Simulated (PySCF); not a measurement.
**How methods differ on the ionisation energy of N⁺**

N⁺ [He] 2s2 2p2 (3P) → N²⁺ [He] 2s2 2p1 (2P), as a difference of total energies. Calculation: PySCF 2.14, in x2c-TZVPPall (5s3p2d1f, 31 functions); the spin-free X2C one-electron Hamiltonian (Gaussian nucleus). Correlated levels: valence: 1s2 frozen. The calculations carry no spin-orbit coupling.

```
           method  ionisation energy (eV)
              UHF                  29.203
    MP2 (valence)                  29.611
SCS-MP2 (valence)                  29.478
   CCSD (valence)                  29.457
CCSD(T) (valence)                  29.472
  CCSDT (valence)                  29.475
```

**Question.** How much does correlation contribute at CCSD(T) (valence)?

**Answer.** 29.472 − (29.203) = 0.269 eV, measured against UHF.

Errors of the correlated levels include the incompleteness of this basis and the frozen core.

For comparison: 29.601 eV (semi-empirical (NIST evaluation); NIST Atomic Spectra Database, ionization energies).
